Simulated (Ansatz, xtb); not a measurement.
# Relative energy of two structures of Ge2H2O2

We compare X, a singlet given by its coordinates, with Y, a singlet given by its coordinates. Both are isolated molecules in the gas phase, relaxed with PBE0-D3(BJ)/def2-SVP.

X (Å):

```xyz
6

Ge    0.5978   -1.1915   -1.3389
Ge    0.2820    1.0183    1.3973
O    -1.4694    1.3297    1.5001
O     0.2239   -0.2193    0.1033
H     0.4307   -2.6199   -0.6065
H    -1.9837    0.7870    0.8869
```

Close contacts (Å): Ge1–O4 1.78, Ge2–O3 1.78, Ge2–O4 1.79, Ge1–H5 1.61, O3–H6 0.97.

Y (Å):

```xyz
6

Ge    0.9535    1.0594    0.2134
Ge   -0.4341   -0.4011   -1.9442
O     0.4232    1.2171   -1.4291
O     0.0345   -0.6075    0.1393
H    -1.9092    0.1098   -1.5678
H     0.0567   -1.3526    0.7508
```

Close contacts (Å): Ge1–Ge2 2.95, Ge1–O3 1.73, Ge1–O4 1.90, Ge2–O3 1.90, Ge2–O4 2.15, Ge2–H5 1.61, O4–H6 0.96.

Energies in hartree; the thermal terms are from PBE0-D3(BJ)/def2-SVP harmonic frequencies (ideal gas, rigid rotor, one conformer each, 298.15 K, 1 atm) and include the zero-point energy:

```
                               X            Y
E, CCSD(T)/def2-SVP  −4301.839648  −4301.847221
    E, MP2/def2-SVP  −4301.809329  −4301.817966
  E, MP2/def2-TZVPP  −4302.681676  −4302.688996
  zero-point energy      0.023273      0.024411
       H(298 K) − E      0.030764      0.031089
       G(298 K) − E     −0.009933     −0.006376
```

Question: Correct the CCSD(T) difference for the basis set by the MP2 change, then work out ΔE, ΔE₀, ΔH and ΔG for X → Y in kcal/mol (1 Eh = 627.51 kcal/mol) and the equilibrium ratio [Y]/[X].

Answer: 1. Differences Y − X: CCSD(T) −0.007573, MP2 in the small set −0.008637, MP2 in the large set −0.007320 Eh.
2. ΔE = −0.007573 + (−0.007320 − (−0.008637)) = −0.006256 Eh = −3.93 kcal/mol.
3. ΔE₀ = ΔE + ΔZPE = −0.006256 + (+0.001138) Eh = −3.21 kcal/mol.
4. ΔH = ΔE + (+0.000325) Eh = −3.72 kcal/mol.
5. ΔG = ΔE + (+0.003557) Eh = −1.69 kcal/mol, so ΔS = (ΔH − ΔG)/T = −28.5 J/(mol K).
6. kT = 0.9442 mEh, so K = [Y]/[X] = exp(−ΔG/kT) = exp(+2.86) ≈ 17.

Structure Y is favoured at this temperature. An error of 1 kcal/mol in ΔG would change K by a factor of 5.4. Mirror images and further conformers aren't counted.

Other levels gave ΔE = −5.4 (PBE0-D3(BJ)/def2-SVP); −0.9 (HF/def2-SVP); −5.4 (MP2/def2-SVP); −4.8 (CCSD(T)/def2-SVP) kcal/mol. The correlated steps freeze 20 core orbitals; the filled d shell of Ge is correlated, in a basis made for valence electrons. Programs: Ansatz 0.2.0.
